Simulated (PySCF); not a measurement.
# Magnetisability: BH2(OEt) ([H]B([H])OCC, C₂H₇BO)

Geometry:
```
atom   x (Å)   y (Å)   z (Å)
  B1   0.897   1.425  -0.951
  H2   1.980   1.038  -0.674
  H3   0.717   2.209  -1.804
  O4  -0.186   1.015  -0.316
  C5  -0.194   0.057   0.718
  C6  -0.699  -1.284   0.195
  H7   0.813  -0.061   1.138
  H8  -0.864   0.432   1.500
  H9  -0.732  -2.009   1.004
 H10  -1.696  -1.171  -0.223
 H11  -0.036  -1.651  -0.585
```

Method: PySCF, GIAO B97-D/def2-SVP magnetisability, rotational g tensor and spin-rotation constants, non-relativistic, gas phase. Geometry: GFN2-xTB.

(1) How diamagnetic is it, and how anisotropic?

(2) Split it along the inertial axes a, b, c into diamagnetic and paramagnetic parts about the centre of mass, with the quadrupole moment.

(3) And the rotational g tensor?

Results:

(1) Isotropic -605 × 10⁻³⁰ J/T², or -36.4 × 10⁻⁶ cm³/mol; principal values -693, -615, -507 × 10⁻³⁰ J/T², anisotropy 162 × 10⁻³⁰ J/T² (root of half the summed squared differences of the principal values). The susceptibility is in cgs units.

(2) 
| axis | χ (10⁻⁶ cm³/mol) | diamagnetic (10⁻⁶ cm³/mol) | paramagnetic (10⁻⁶ cm³/mol) | summed x² of all electrons (Å²) | quadrupole Θ (D Å) |
| --- | --- | --- | --- | --- | --- |
| a | -36.0 | -119.6 | 83.6 | 63.7 | -1.32 |
| b | -39.6 | -325.4 | 285.8 | 15.2 | +2.18 |
| c | -33.8 | -334.6 | 300.9 | 13.0 | -0.86 |

Anisotropies 2χaa − χbb − χcc = +1.4 and 2χbb − χaa − χcc = -9.5 × 10⁻⁶ cm³/mol. Θ is traceless in Buckingham's convention.

(3) 
| axis | rotational constant (GHz) | g | nuclear part | electronic part |
| --- | --- | --- | --- | --- |
| a | 21.6052 | -0.1073 | 0.7412 | -0.8485 |
| b | 4.7690 | -0.0201 | 0.6203 | -0.6404 |
| c | 4.5599 | -0.0279 | 0.6166 | -0.6446 |

Asymmetric top; isotopes 11B, 12C, 1H, 16O; no vibrational averaging.
